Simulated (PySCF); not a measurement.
The vertical singlet excitations below were computed for one of the candidates. Method used: PySCF, TDDFT CAM-B3LYP/def2-SVPD, vertical, gas phase, core orbitals frozen in the response. Geometries: GFN2-xTB, one conformer each.

```tsv
state	E (eV)	λ (nm)	f
S1	5.94	208.7	0.0026
S2	7.27	170.5	0.236
S3	7.40	167.6	0.011
S4	7.66	161.8	0.025
S5	7.92	156.6	0.0004
S6	7.99	155.2	0.013
S7	8.23	150.7	0.108
S8	8.33	148.8	0.033
```

Orbital energies (eV): HOMO-3 -11.70, HOMO-2 -10.52, HOMO-1 -10.16, HOMO -9.12, LUMO 0.95, LUMO+1 1.17, LUMO+2 1.34.

Question: Which candidate is it? All have the formula C5H5FO2.
A. `C1/C([C@H]1F)=C\C(O)=O`
B. `O=C(O)C(F)=C1CC1`
C. `O=CO[C@@H]1C=C(F)C1`

Answer: C. Its S1, at 5.94 eV, is the highest among the candidates; the nearest of the others has S1 at 5.21 eV. S1 is HOMO-1→LUMO (56%), HOMO-1→LUMO+1 (20%), HOMO→LUMO (13%). Löwdin shares by element: HOMO carbon 58% or more, fluorine 10%, oxygen 6% or more (atoms not listed hold the other 26%); LUMO carbon 38% or more, oxygen 33% (atoms not listed hold the other 28%). At the same level the other candidates give, for their lowest levels:
- `O=C(O)/C=C1\C[C@@H]1F`: 4.89 eV (f 0.000); 5.92 eV (f 0.012); 6.12 eV (f 0.173); 6.45 eV (f 0.376); 7.20 eV (f 0.025); T1 3.81 eV; HOMO -9.69, LUMO -0.79 eV
- `O=C(O)C(F)=C1CC1`: 5.21 eV (f 0.000); 5.92 eV (f 0.400); 6.55 eV (f 0.000); 7.04 eV (f 0.000); 7.27 eV (f 0.002); T1 3.65 eV; HOMO -9.14, LUMO -0.41 eV

The values belong to the conformer `[O:1]=[CH:2][O:3][C@@H:4]1[CH:5]=[C:6]([F:7])[CH2:8]1`: O1–C2–O3–C4 0°, C2–O3–C4–C5 -133°.
Triplets come from the Tamm–Dancoff approximation.
